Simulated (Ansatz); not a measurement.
Kohn–Sham single points on `C=[C]([GaH2])C[SiH2]C`.

```yaml
crystal:
  periodic: [false, false, false]
  atoms:
    - {symbol: C, position_ang: [-1.471295, -0.678193, 1.307065]}
    - {symbol: C, position_ang: [-0.186595, -0.785587, 0.950908]}
    - {symbol: Ga, position_ang: [1.155920, -0.364077, 2.320465]}
    - {symbol: C, position_ang: [0.229861, -1.173469, -0.431229]}
    - {symbol: Si, position_ang: [0.784679, 0.375345, -1.355343]}
    - {symbol: C, position_ang: [-0.655281, 1.518533, -1.682307]}
    - {symbol: H, position_ang: [-2.284249, -0.922834, 0.622337]}
    - {symbol: H, position_ang: [-1.766075, -0.347270, 2.298276]}
    - {symbol: H, position_ang: [2.671792, -0.708135, 2.091376]}
    - {symbol: H, position_ang: [0.650501, 0.271850, 3.664921]}
    - {symbol: H, position_ang: [1.075398, -1.869081, -0.419168]}
    - {symbol: H, position_ang: [-0.585479, -1.650277, -0.989518]}
    - {symbol: H, position_ang: [1.792825, 1.067187, -0.494660]}
    - {symbol: H, position_ang: [1.453618, 0.003113, -2.634434]}
    - {symbol: H, position_ang: [-1.379324, 1.047810, -2.351940]}
    - {symbol: H, position_ang: [-0.319766, 2.448116, -2.147282]}
    - {symbol: H, position_ang: [-1.166532, 1.766968, -0.749446]}
basis:
  gaussian: {orbitals: def2-TZVPP}
hamiltonian: {xc: pbe, dispersion: d4}
output: {forces: true, orbitals: {seedname: orbitals}}
```

```sh
$ ansatz run in.yaml --threads 2 --pin off --events-out ev --progress --plain --max-ram 22528MiB --backend cuda --devices 0, --max-vram 18GiB
```

Output, abridged:

```
Functional definition: PBE
  name "PBE"
  cite "Perdew, Burke & Ernzerhof, Phys. Rev. Lett. 77, 3865 (1996) doi:10.1103/PhysRevLett.77.3865"
  parent pbe
  parameter kappa = 0.804
  parameter beta = 0.06672455060314922
  exchange = pbe_x(kappa = kappa, mu = beta*pi^2/3)
  correlation = pbe_c(beta = beta)
2025 factors; their error is unknown
mean field evaluation 1: about -64543.0237 eV, gradient 1.0e2 eV
mean field evaluation 2: about -64453.9005 eV, gradient 1.9e2 eV
mean field evaluation 4: about -64565.2391 eV, gradient 1.7e1 eV
mean field evaluation 8: about -64565.9107 eV, gradient 3.9e-1 eV
mean field evaluation 16: about -64565.8574 eV, gradient 1.0e-3 eV
mean field -64565.85742471 eV, -2372.7514960481 hartree, gradient 3.9e-5 eV, S^2 0.000000; 0 other end points of the search recorded, 0 dependent functions left out
the calculation of the forces begins
reference -64565.85748249 eV, -2372.7514981716 hartree; 40, 40 occupied and 328, 328 virtual orbitals, 2025 factors
Total energy: -64566.31653954 eV, -2372.7683682067 hartree
Atom 0 at    -1.471295    -0.678193     1.307065 Å, force    -0.345189     0.045125     0.127240 eV/Å
Atom 1 at    -0.186595    -0.785587     0.950908 Å, force     0.368861    -0.043289    -0.122303 eV/Å
Atom 2 at     1.155920    -0.364077     2.320465 Å, force     0.084026     0.029227     0.044397 eV/Å
Atom 3 at     0.229861    -1.173469    -0.431229 Å, force     0.020069    -0.009386     0.059310 eV/Å
Atom 4 at     0.784679     0.375345    -1.355343 Å, force     0.051368     0.032094    -0.028951 eV/Å
Atom 5 at    -0.655281     1.518533    -1.682307 Å, force     0.028106    -0.020666     0.004875 eV/Å
Atom 6 at    -2.284249    -0.922834     0.622337 Å, force    -0.178882    -0.056366    -0.139733 eV/Å
Atom 7 at    -1.766075    -0.347270     2.298276 Å, force    -0.075731     0.071943     0.202742 eV/Å
Atom 8 at     2.671792    -0.708135     2.091376 Å, force     0.087384    -0.024479    -0.010994 eV/Å
Atom 9 at     0.650501     0.271850     3.664921 Å, force    -0.034837     0.032808     0.074429 eV/Å
Atom 10 at     1.075398    -1.869081    -0.419168 Å, force     0.168931    -0.130219    -0.011258 eV/Å
Atom 11 at    -0.585479    -1.650277    -0.989518 Å, force    -0.160806    -0.095343    -0.118148 eV/Å
Atom 12 at     1.792825     1.067187    -0.494660 Å, force     0.101890     0.063213     0.085900 eV/Å
Atom 13 at     1.453618     0.003113    -2.634434 Å, force     0.072305    -0.039683    -0.130346 eV/Å
Atom 14 at    -1.379324     1.047810    -2.351940 Å, force    -0.140718    -0.082824    -0.124653 eV/Å
Atom 15 at    -0.319766     2.448116    -2.147282 Å, force     0.056411     0.176593    -0.086228 eV/Å
Atom 16 at    -1.166532     1.766968    -0.749446 Å, force    -0.103190     0.051250     0.173720 eV/Å
Dipole moment:    -0.221786    -0.034523    -0.180054 e Å
```

It took 2.2 s on 2 threads of an AMD EPYC 7R13 on a shared host and a share of an NVIDIA H100 80 GB, with 0.87 GiB of host memory at the peak.

With the line `hamiltonian: {xc: {name: B97M-V}}` and no forces (abridged; 5.5 s):

```
Functional definition: B97M-V
mean field evaluation 16: about -64572.5727 eV, gradient 8.4e-4 eV
mean field -64572.57274492 eV, -2372.9982795138 hartree, gradient 2.4e-5 eV, S^2 0.000000
Total energy: -64572.57282736 eV, -2372.9982825435 hartree
```

Changing it to `hamiltonian: {xc: lda}` and no forces (abridged; 2.3 s):

```
Functional definition: SPW92
mean field evaluation 16: about -64428.7937 eV, gradient 6.2e-4 eV
mean field -64428.79373402 eV, -2367.7144983203 hartree, gradient 4.6e-5 eV, S^2 0.000000
Total energy: -64428.79378773 eV, -2367.7145002943 hartree
```

The same input with `hamiltonian: {xc: {name: PBE-QIDH}}` and no forces (abridged; 4.5 s):

```
Functional definition: PBE-QIDH
mean field evaluation 16: about -64545.8538 eV, gradient 4.9e-4 eV
mean field -64545.85384593 eV, -2372.0163780869 hartree, gradient 3.2e-6 eV, S^2 0.000000
18 core orbitals not correlated: weight in the atoms' cores, before any rotation towards them, 1.000 or more for the frozen orbitals, at most 0.000 for the correlated occupied ones
second order -32.05151265 eV of doubles, -0.00000000 eV of singles
Total energy: -64556.53770057 eV, -2372.4090025031 hartree
```

With the line `hamiltonian: {xc: {name: r2SCAN0}, dispersion: d4}` and no forces (abridged; 4.4 s):

```
Functional definition: r2SCAN0
mean field evaluation 16: about -64579.3491 eV, gradient 4.1e-4 eV
mean field -64579.34907828 eV, -2373.2473051717 hartree, gradient 3.8e-5 eV, S^2 0.000000
Total energy: -64579.49048643 eV, -2373.2525018253 hartree
```

With the line `hamiltonian: {xc: {name: r2SCANh}, dispersion: d4}` and no forces (abridged; 4 s):

```
Functional definition: r2SCANh
mean field evaluation 16: about -64580.0298 eV, gradient 9.0e-4 eV
mean field -64580.02983136 eV, -2373.2723223862 hartree, gradient 1.9e-5 eV, S^2 0.000000
Total energy: -64580.15793287 eV, -2373.2770300297 hartree
```
